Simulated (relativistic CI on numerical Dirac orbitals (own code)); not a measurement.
## Calculated levels, Sn¹⁸⁺

Calculated at this level of theory: Dirac-Coulomb-Breit CI, separate exchange-only KLI orbitals for each configuration, model QED, unscaled Slater integrals (own radial code, finite nucleus).

Configurations in the expansion (outside the closed core [Ar] 3d10): 4s²4p², 4s4p³, 4p⁴, 4s²4p4d, 4s4p²4d, 4s²4p4f, 4s4p²4f, 4p³4d, 4s4p4d², 4s²4d4f, 4s²4p5s, 4p³4f, 4s²4d², 4s4d³, 4s4d²4f, 4p²4d², 4p4d³, 4p4d²4f, 4p4d²5s, 4s²4f², 4s4d4f², 4s4f³, 4p²4f², 4p4d4f², 4p4f³, 4p4f²5s. Double excitations out of closed p, d and f shells are left out; levels of such configurations are missing from the list, as are those of other unlisted configurations, and high levels can miss mixing partners.

The lowest level is 4s²4p² ³P0, with 80 % of that term; Hund's rules for 4s²4p² give ³P with J = 0, in agreement.

| No. | Configuration | Term | J | E (cm⁻¹) | % | Landé g | jj configuration (%) |
| --- | --- | --- | --- | --- | --- | --- | --- |
| 1 | 4s²4p² | ³P | 0 | 0 | 80 |  | 4p1/2^2 (95) |
| 2 | 4s²4p² | ³P | 1 | 66304 | 98 | 1.500 | 4p1/2 4p3/2 (98) |
| 3 | 4s²4p² | ³P | 2 | 83535 | 50 | 1.252 | 4p1/2 4p3/2 (95) |
| 4 | 4s²4p² | ¹D | 2 | 163784 | 50 | 1.246 | 4p3/2^2 (95) |
| 5 | 4s²4p² | ¹S | 0 | 208162 | 80 |  | 4p3/2^2 (95) |
| 6 | 4s4p³ | ⁵S° | 2 | 381062 | 78 | 1.876 | 4s 4p3/2 (65) |
| 7 | 4s4p³ | ³D° | 1 | 451011 | 64 | 0.776 | 4s 4p3/2 (68) |
| 8 | 4s4p³ | ³D° | 2 | 465812 | 64 | 1.329 | 4s 4p1/2 4p3/2^2 (72) |
| 9 | 4s4p³ | ³D° | 3 | 489918 | 93 | 1.332 | 4s 4p1/2 4p3/2^2 (93) |
| 10 | 4s4p³ | ³P° | 0 | 529074 | 94 |  | 4s 4p1/2 4p3/2^2 (94) |
| 11 | 4s4p³ | ³P° | 1 | 539189 | 67 | 1.308 | 4s 4p1/2 4p3/2^2 (77) |
| 12 | 4s4p³ | ¹D° | 2 | 545554 | 34 | 1.234 | 4s 4p1/2 4p3/2^2 (56) |
| 13 | 4s4p³ | ³S° | 1 | 599271 | 53 | 1.558 | 4s 4p1/2 4p3/2^2 (72) |
| 14 | 4s4p³ | ¹D° | 2 | 608162 | 35 | 1.205 | 4s 4p3/2^3 (61) |
| 15 | 4s²4p4d | ³F° | 2 | 658349 | 85 | 0.717 | 4p1/2 4d3/2 (79) |
| 16 | 4s4p³ | ¹P° | 1 | 688059 | 49 | 1.347 | 4s 4p3/2^3 (71) |
| 17 | 4s²4p4d | ³F° | 3 | 689661 | 88 | 1.095 | 4p1/2 4d5/2 (72) |
| 18 | 4s²4p4d | ³P° | 2 | 718716 | 47 | 1.275 | 4p1/2 4d5/2 (84) |
| 19 | 4s²4p4d | ³D° | 1 | 729764 | 54 | 0.846 | 4p1/2 4d3/2 (84) |
| 20 | 4s²4p4d | ³F° | 4 | 747840 | 98 | 1.249 | 4p3/2 4d5/2 (98) |
| 21 | 4s²4p4d | ¹D° | 2 | 779535 | 42 | 1.059 | 4p3/2 4d3/2 (57) |
| 22 | 4s²4p4d | ³P° | 0 | 788116 | 93 |  | 4p3/2 4d3/2 (93) |
| 23 | 4s²4p4d | ³P° | 1 | 795982 | 63 | 1.190 | 4p3/2 4d3/2 (80) |
| 24 | 4s²4p4d | ³D° | 3 | 796749 | 73 | 1.273 | 4p3/2 4d3/2 (42) |
| 25 | 4s²4p4d | ³D° | 2 | 806473 | 40 | 1.298 | 4p3/2 4d5/2 (60) |
| 26 | 4s²4p4d | ¹F° | 3 | 852917 | 83 | 1.046 | 4p3/2 4d5/2 (58) |
| 27 | 4s²4p4d | ¹P° | 1 | 865315 | 79 | 0.967 | 4p3/2 4d5/2 (78) |
| 28 | 4p⁴ | ³P | 2 | 891019 | 57 | 1.360 | 4p3/2^2 (78) |
| 29 | 4p⁴ | ³P | 0 | 935327 | 49 |  | 4p3/2^2 (75) |
| 30 | 4s4p²4d | ⁵F | 1 | 959384 | 54 | 0.589 | 4s 4p1/2^2 4d3/2 (54) |
| 31 | 4p⁴ | ³P | 1 | 968166 | 55 | 1.071 | 4p1/2 4p3/2^3 (55) |
| 32 | 4s4p²4d | ⁵F | 2 | 970532 | 54 | 1.125 | 4s 4p1/2^2 4d3/2 (38) |
| 33 | 4p⁴ | ¹D | 2 | 976717 | 43 | 1.128 | 4p1/2 4p3/2^3 (62) |
| 34 | 4s4p²4d | ⁵F | 3 | 990352 | 58 | 1.340 | 4s 4p1/2^2 4d5/2 (51) |
| 35 | 4s4p²4d | ⁵D | 0 | 1019381 | 93 |  | 4s 4p1/2 4p3/2 4d3/2 (91) |
| 36 | 4s4p²4d | ⁵D | 1 | 1023563 | 82 | 1.379 | 4s 4p1/2 4p3/2 4d3/2 (79) |
| 37 | 4s4p²4d | ⁵F | 4 | 1024606 | 76 | 1.370 | 4s 4p1/2 4p3/2 4d5/2 (81) |
| 38 | 4s4p²4d | ⁵D | 2 | 1025017 | 52 | 1.268 | 4s 4p1/2 4p3/2 4d3/2 (74) |
| 39 | 4s4p²4d | ⁵F | 3 | 1029150 | 32 | 1.309 | 4s 4p1/2 4p3/2 4d3/2 (62) |
| 40 | 4s4p²4d | ⁵D | 4 | 1044938 | 49 | 1.373 | 4s 4p1/2 4p3/2 4d5/2 (45) |
| 41 | 4s4p²4d | ³F | 2 | 1047683 | 72 | 0.829 | 4s 4p1/2 4p3/2 4d5/2 (33) |
| 42 | 4s4p²4d | ⁵F | 5 | 1052578 | 84 | 1.368 | 4s 4p1/2 4p3/2 4d5/2 (72) |
| 43 | 4s4p²4d | ³F | 3 | 1074760 | 58 | 1.243 | 4s 4p1/2 4p3/2 4d5/2 (63) |
| 44 | 4s4p²4d | ³P | 2 | 1081551 | 51 | 1.371 | 4s 4p1/2 4p3/2 4d5/2 (60) |
| 45 | 4p⁴ | ¹S | 0 | 1083436 | 44 |  | 4p3/2^4 (60) |
| 46 | 4s4p²4d | ⁵P | 3 | 1092670 | 53 | 1.530 | 4s 4p1/2 4p3/2 4d5/2 (49) |
| 47 | 4s4p²4d | ⁵P | 2 | 1100368 | 74 | 1.714 | 4s 4p1/2 4p3/2 4d3/2 (50) |
| 48 | 4s4p²4d | ⁵P | 1 | 1104863 | 75 | 2.284 | 4s 4p1/2 4p3/2 4d3/2 (60) |
| 49 | 4s4p²4d | ³G | 3 | 1114237 | 72 | 0.815 | 4s 4p1/2 4p3/2 4d3/2 (82) |
| 50 | 4s4p²4d | ³F | 4 | 1114619 | 40 | 1.264 | 4s 4p3/2^2 4d5/2 (53) |
| 51 | 4s4p²4d | ³P | 1 | 1114629 | 36 | 1.198 | 4s 4p1/2 4p3/2 4d5/2 (35) |
| 52 | 4s4p²4d | ³F | 2 | 1123509 | 46 | 0.991 | 4s 4p1/2 4p3/2 4d3/2 (35) |
| 53 | 4s4p²4d | ³G | 4 | 1135791 | 69 | 1.100 | 4s 4p1/2 4p3/2 4d5/2 (62) |
| 54 | 4s4p²4d | ³D | 3 | 1150712 | 40 | 1.158 | 4s 4p1/2 4p3/2 4d5/2 (65) |
| 55 | 4s4p²4d | ³P | 0 | 1155470 | 68 |  | 4s 4p3/2^2 4d5/2 (35) |
| 56 | 4s4p²4d | ³D | 1 | 1158854 | 58 | 0.857 | 4s 4p3/2^2 4d3/2 (28) |
| 57 | 4s4p²4d | ¹G | 4 | 1162228 | 57 | 1.099 | 4s 4p1/2 4p3/2 4d5/2 (45) |
| 58 | 4s4p²4d | ³D | 3 | 1162496 | 45 | 1.178 | 4s 4p1/2 4p3/2 4d5/2 (53) |
| 59 | 4s4p²4d | ³G | 5 | 1162543 | 80 | 1.231 | 4s 4p3/2^2 4d5/2 (70) |
| 60 | 4s4p²4d | ³D | 1 | 1166743 | 71 | 0.677 | 4s 4p1/2 4p3/2 4d3/2 (61) |
| 61 | 4s4p²4d | ³D | 2 | 1178678 | 54 | 1.095 | 4s 4p3/2^2 4d3/2 (46) |
| 62 | 4s4p²4d | ³D | 1 | 1182413 | 77 | 0.699 | 4s 4p1/2 4p3/2 4d3/2 (34) |
| 63 | 4s4p²4d | ³F | 3 | 1185711 | 43 | 1.174 | 4s 4p1/2 4p3/2 4d5/2 (54) |
| 64 | 4s4p²4d | ³D | 2 | 1189221 | 68 | 1.113 | 4s 4p1/2 4p3/2 4d5/2 (34) |
| 65 | 4s4p²4d | ³P | 0 | 1190112 | 88 |  | 4s 4p1/2 4p3/2 4d5/2 (46) |
| 66 | 4s4p²4d | ³F | 2 | 1191809 | 40 | 0.924 | 4s 4p1/2 4p3/2 4d3/2 (28) |
| 67 | 4s4p²4d | ³P | 1 | 1198413 | 47 | 1.505 | 4s 4p1/2 4p3/2 4d5/2 (82) |
| 68 | 4s4p²4d | ³D | 3 | 1200024 | 39 | 1.218 | 4s 4p3/2^2 4d3/2 (33) |
| 69 | 4s4p²4d | ³D | 2 | 1201460 | 54 | 1.090 | 4s 4p1/2 4p3/2 4d5/2 (51) |
| 70 | 4s4p²4d | ³P | 1 | 1219738 | 30 | 1.276 | 4s 4p3/2^2 4d3/2 (41) |

Energies count from the lowest computed level; ° marks odd parity. Filled j subshells are mostly left out of the jj labels.

The mean weight of the leading LS term, summed over parents, in these 70 levels is 62 %, and that of the leading jj configuration (from the same eigenvectors) 64 %.

At this charge energies of transitions that change n are usually good to better than 1 %, and those within a shell (Δn = 0) to a few per cent.

LS names give the leading component of a level, which can be under half, so a name can repeat, a term be missing and a line seem to break the LS rules.
